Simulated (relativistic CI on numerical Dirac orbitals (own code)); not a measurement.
# Line list: Electric-dipole lines, Cu XIII

Method of calculation: Dirac-Coulomb-Breit CI, orbitals from a KLI potential per configuration, a model potential for QED, unscaled Slater integrals (own radial code, finite nucleus).

Configuration list (outside the closed core [Ne]): 3s2 3p5, 3s 3p6, 3s2 3p4 3d, 3s 3p5 3d, 3p6 3d, 3s 3p4 3d2, 3s2 3p4 4s, 3s2 3p3 3d 4p, 3s2 3p4 4p, 3p6 4s, 3p6 4p, 3s 3p4 3d 4s, 3s2 3p4 4d, 3s 3p5 4s, 3s2 3p4 4f, 3s 3p5 4p, 3p5 3d 4p, 3s 3p5 4d, 3s2 3p4 5s, 3s2 3p4 5p, 3s 3p5 4f, 3s2 3p4 5d, 3s2 3p3 4s 4p, 3s2 3p4 5f, 3s2 3p4 5g, 3s 3p4 4s2, 3s2 3p4 6s, 3s 3p5 5s, 3s2 3p4 6p, 3s2 3p3 3d2, 3s2 3p2 3d3, 3s 3p3 3d3, 3s2 3p2 3d2 4s, 3s2 3p2 3d2 4p, 3s2 3p2 3d2 4d, 3p5 3d2, 3p4 3d3, 3p4 3d2 4s, 3p4 3d2 4p, 3p4 3d2 4d, 3s2 3p3 3d 4s, 3s 3p3 3d2 4s, 3s2 3p2 3d 4s2, 3s2 3p2 3d 4s 4p, 3s2 3p2 3d 4s 4d, 3p5 3d 4s, 3p4 3d 4s2, 3p4 3d 4s 4p, 3p4 3d 4s 4d, 3s2 3p3 4s2, 3s 3p3 3d 4s2, 3s2 3p2 4s2 4p, 3s2 3p2 4s2 4d, 3s2 3p3 4p2, 3s2 3p2 3d 4p2, 3s 3p3 3d 4p2, 3s2 3p2 4s 4p2, 3s2 3p2 4p3, 3s2 3p2 4p2 4d. Double excitations out of closed p, d and f shells are left out; levels of such configurations are missing from the list, as are those of other unlisted configurations, and high levels can miss mixing partners. These lack a partner that the ground configuration has and come out too high: 3s2 3p4 4f, 3s 3p5 4p, 3s 3p5 4d, 3s2 3p4 5s, 3s2 3p4 5p.

| λ vac (nm) | Lower | Upper | A (s⁻¹) | E lower (cm⁻¹) | E upper (cm⁻¹) |
| --- | --- | --- | --- | --- | --- |
| 13.427 | 3s2 3p4 3d 4D_7/2 [5] | 3s2 3p3 3d2 4F°_9/2 [153] | 4.82e+10 | 482934 | 1227708 |
| 13.465 | 3s2 3p4 3d 4D_7/2 [5] | 3s2 3p3 3d2 4D°_7/2 [151] | 6.65e+10 | 482934 | 1225595 |
| 13.670 | 3s2 3p4 3d 2G_9/2 [21] | 3s2 3p3 3d2 2G°_9/2 [185] | 1.51e+11 | 567619 | 1299165 |
| 13.984 | 3s 3p6 2S_1/2 [3] | 3s 3p5 3d 2P°_3/2 [85] | 1.55e+11 | 363275 | 1078360 |
| 14.005 | 3s2 3p5 2P°_3/2 [1] | 3s2 3p4 3d 2D_5/2 [29] | 2.42e+11 | 0 | 714042 |
| 14.024 | 3s 3p6 2S_1/2 [3] | 3s 3p5 3d 2P°_1/2 [82] | 1.85e+11 | 363275 | 1076353 |
| 14.081 | 3s2 3p5 2P°_1/2 [2] | 3s2 3p4 3d 2D_3/2 [31] | 2.31e+11 | 28484 | 738666 |
| 14.088 | 3s2 3p4 3d 4F_5/2 [11] | 3s2 3p3 3d2 4F°_5/2 [161] | 1.35e+11 | 535156 | 1245000 |
| 14.091 | 3s2 3p4 3d 2F_5/2 [23] | 3s2 3p3 3d2 2F°_5/2 [188] | 1.43e+11 | 604639 | 1314318 |
| 14.097 | 3s2 3p4 3d 4F_7/2 [10] | 3s2 3p3 3d2 4F°_7/2 [156] | 1.62e+11 | 527292 | 1236663 |
| 14.106 | 3s2 3p4 3d 4F_9/2 [8] | 3s2 3p3 3d2 4F°_9/2 [153] | 1.96e+11 | 518810 | 1227708 |
| 14.139 | 3s2 3p5 2P°_3/2 [1] | 3s2 3p4 3d 2P_3/2 [28] | 2.06e+11 | 0 | 707253 |
| 14.185 | 3s2 3p4 3d 2F_7/2 [24] | 3s2 3p3 3d2 2F°_7/2 [190] | 1.44e+11 | 612216 | 1317209 |
| 14.313 | 3s2 3p4 3d 4D_7/2 [5] | 3s2 3p3 3d2 4P°_5/2 [133] | 1.66e+11 | 482934 | 1181603 |
| 14.367 | 3s2 3p4 3d 4D_5/2 [4] | 3s2 3p3 3d2 4P°_3/2 [130] | 1.13e+11 | 482062 | 1178118 |
| 14.403 | 3s2 3p4 3d 4F_9/2 [8] | 3s2 3p3 3d2 4D°_7/2 [144] | 1.29e+11 | 518810 | 1213124 |
| 14.454 | 3s2 3p4 3d 4F_7/2 [10] | 3s2 3p3 3d2 4D°_5/2 [145] | 9.58e+10 | 527292 | 1219166 |
| 14.504 | 3s2 3p5 2P°_1/2 [2] | 3s2 3p4 3d 2P_1/2 [30] | 1.53e+11 | 28484 | 717966 |
| 14.576 | 3s2 3p4 3d 4F_5/2 [11] | 3s2 3p3 3d2 4D°_3/2 [146] | 1.16e+11 | 535156 | 1221196 |
| 14.826 | 3s2 3p5 2P°_3/2 [1] | 3s2 3p4 3d 2S_1/2 [27] | 1.74e+11 | 0 | 674472 |
| 14.827 | 3s2 3p4 3d 2D_5/2 [29] | 3s2 3p3 3d2 2F°_7/2 [218] | 2.88e+11 | 714042 | 1388502 |
| 14.940 | 3s2 3p4 3d 2D_3/2 [31] | 3s2 3p3 3d2 2F°_5/2 [229] | 2.67e+11 | 738666 | 1408006 |
| 15.207 | 3s2 3p4 3d 2G_9/2 [21] | 3s2 3p3 3d2 2H°_11/2 [150] | 1.00e+11 | 567619 | 1225222 |
| 15.308 | 3s2 3p4 3d 4F_9/2 [8] | 3s2 3p3 3d2 4G°_11/2 [124] | 8.03e+10 | 518810 | 1172056 |
| 15.509 | 3s2 3p4 3d 4F_7/2 [10] | 3s2 3p3 3d2 4G°_9/2 [125] | 7.61e+10 | 527292 | 1172091 |
| 15.545 | 3s2 3p4 3d 2G_7/2 [20] | 3s2 3p3 3d2 2H°_9/2 [142] | 6.88e+10 | 567304 | 1210582 |
| 15.552 | 3s2 3p4 3d 4F_5/2 [11] | 3s2 3p3 3d2 4G°_7/2 [131] | 7.24e+10 | 535156 | 1178141 |
| 15.727 | 3s2 3p4 3d 2F_7/2 [16] | 3s2 3p3 3d2 2G°_9/2 [136] | 5.43e+10 | 550783 | 1186645 |
| 15.787 | 3s2 3p4 3d 4D_7/2 [5] | 3s2 3p3 3d2 4F°_9/2 [98] | 4.41e+10 | 482934 | 1116384 |
| 15.883 | 3s2 3p4 3d 4D_5/2 [4] | 3s2 3p3 3d2 4F°_7/2 [95] | 4.04e+10 | 482062 | 1111675 |

Terms are leading LS components. Brackets give the number of a level in order of energy, since labels repeat. The list gives strong lines, with weight on those to low levels, without lines whose two gauges differ by over a factor of 2.5, among the lowest 400 of 10113 levels, so that lines to higher ones, which can be the strongest, are missing. Levels whose partners in the same complex of configurations lie outside the list can be far off, and so can their lines. Rates are taken at the computed energies, electric ones in the length gauge.

At this charge energies of transitions that change n are usually good to better than 1 %, and those within a shell (Δn = 0) to a few per cent.

LS names give the leading component of a level, which can be under half, so a name can repeat, a term be missing and a line seem to break the LS rules.
